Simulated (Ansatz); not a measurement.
## Cost against result

Saddle point of GePH7S, closed shell (GePH₇S ([SH][PH3][GeH3]) → GePH₅ ([PH2][GeH3]) + H₂S; bonds formed: S2–H6; bonds broken: S2–P7, H6–P7), PBE0-D4/def2-TZVP structure:

Ge1  (-1.044, 0.948, -0.344)
S2  (1.811, 0.787, 0.990)
H3  (-0.246, 1.610, -1.458)
H4  (-1.091, 1.670, 0.997)
H5  (-2.485, 0.641, -0.828)
H6  (0.649, -0.996, 1.283)
P7  (-0.128, -1.133, 0.077)
H8  (2.756, 0.102, 0.324)
H9  (0.830, -1.418, -0.900)
H10  (-1.051, -2.212, -0.141)
(Å)

Barriers are electronic and count from the start structure reached by relaxing down the imaginary mode.

Computed with Ansatz 0.2.0 (basis: as named in each row); correlated methods freeze the cores. Filled d shells of the heavier atoms are correlated. The def2 sets are not built for correlating such inner shells, so the correlated values are less sure here. B3LYP uses VWN-RPA correlation. Extrapolation: Hartree–Fock as exp(−7.88 √X), correlation as X^−2.97.

Times are rough, for one single point on 4 threads of a shared host (Arm Neoverse V1).

The estimate by CCSD(T) at an estimated basis limit (MP2 extrapolated from triple and quadruple zeta, plus CCSD(T) − MP2 in triple zeta) is 10.41 kcal/mol.

```
      method       basis  time (s)  barrier (kcal/mol)  method less estimate
          HF      STO-3G   under 1               23.83                 13.41
       SPW92    def2-SVP   under 1                5.45                 -4.96
      PBE-D4      STO-3G   under 1               21.14                 10.72
      PBE-D4    def2-SVP   under 1                6.37                 -4.05
    B3LYP-D4       6-31G   under 1               -6.46                -16.87
     PBE0-D4    def2-SVP         1                8.35                 -2.07
       SPW92  def2-TZVPP         1                7.55                 -2.87
      PBE-D4  def2-TZVPP         2                8.53                 -1.88
     BLYP-D4  def2-TZVPP         2                7.93                 -2.49
    BHLYP-D4  def2-TZVPP         3               11.20                  0.79
    B3LYP-D4  def2-TZVPP         3                9.51                 -0.90
     PBE0-D4  def2-TZVPP         3               10.41                  0.00
CAM-B3LYP-D4  def2-TZVPP         4               10.64                  0.23
     CCSD(T)    def2-SVP         4                9.45                 -0.96
   r2SCAN-D4  def2-TZVPP         4                9.72                 -0.69
     wB97M-V    def2-SVP         6                9.39                 -1.03
  r2SCAN0-D4  def2-TZVPP         6               11.03                  0.62
      B2PLYP  def2-TZVPP         6               10.15                 -0.26
    PBE-QIDH  def2-TZVPP         6               11.61                  1.20
  RPA on PBE  def2-TZVPP         7               11.30                  0.88
     wB97X-V  def2-TZVPP         8               12.02                  1.61
     wB97M-V  def2-TZVPP        10               11.05                  0.64
      B97M-V  def2-TZVPP        11               10.29                 -0.13
         MP2  def2-QZVPP        21               11.36                  0.95
     CCSD(T)  def2-TZVPP       110               11.07                  0.65
```

All methods are single points on the PBE0-D4 structures; a negative value means that the method puts the saddle structure below the start.

The T1 diagnostic stays at or below 0.015.

Labels in which every atom is bracketed show which atoms are joined, not bond orders.
